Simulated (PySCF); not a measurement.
**Two-component Hartree-Fock for Cs³⁵⁺ (caesium, charge +35)**

Start: [Ar] 3d2; 3d3/2 filled at m_j = +1/2, +3/2. Calculated with PySCF 2.14 in an even-tempered Gaussian basis (16 s from 6.6 bohr⁻², ratio 2.8; 12 p from 8.6 bohr⁻², ratio 2.8; 8 d from 8.6 bohr⁻², ratio 2.8; 3 f from 27 bohr⁻², ratio 3): generalised Hartree-Fock with the X2C-1e Hamiltonian and a Gaussian nucleus; one run each with spin-orbit coupling (SO) switched off, then screened by Boettger's factors.

```
spinor shell  electrons  ε, spin-free (eV)  ε, screened SO (eV)  weight of nominal j (screened SO)  rms radius, screened SO (bohr)
       1s1/2          2           -37968.0             -37962.7                              1.000                          0.0298
       2s1/2          2            -7531.8              -7529.6                              1.000                           0.120
       2p1/2          2            -6940.2              -7193.4                              1.000                           0.103
       2p3/2          4            -6940.2              -6825.1                              1.000                           0.109
       3s1/2          2            -2733.1              -2732.4                              1.000                           0.298
       3p1/2          2            -2535.3              -2600.3                              0.997                           0.288
       3p3/2          4            -2535.3              -2505.3                              0.999                           0.298
       3d3/2          2            -2323.3              -2331.6                              0.989                           0.259
```

| quantity | spin-free | screened SO |
| --- | --- | --- |
| E (hartree) | -6859.22084 | -6862.62608 |
| M_J | 2 | 2 |
| ⟨J²⟩ | 8.001 | 6.068 |
| ⟨L²⟩ | 12.001 | 10.494 |
| ⟨S²⟩ | 2.000 | 1.578 |

Each row is a mean over spinors that exchange with the open shell spreads, by up to 22.644 eV (3p1/2).

⟨J²⟩ departs a little from M_J(M_J + 1) because the unrestricted spinors polarise the closed shells.

Breit and QED terms are absent; they matter most for the inner s and p1/2 levels.

Densities and radii are taken from the X2C orbitals without a picture-change correction, which distorts them close to the nucleus.

Without spin-orbit coupling the j labels of p, d and f shells carry no meaning; the spin-free column gives the mean over the occupied spinors of each nl shell, and its ⟨J²⟩ belongs to a mixture of degenerate components.
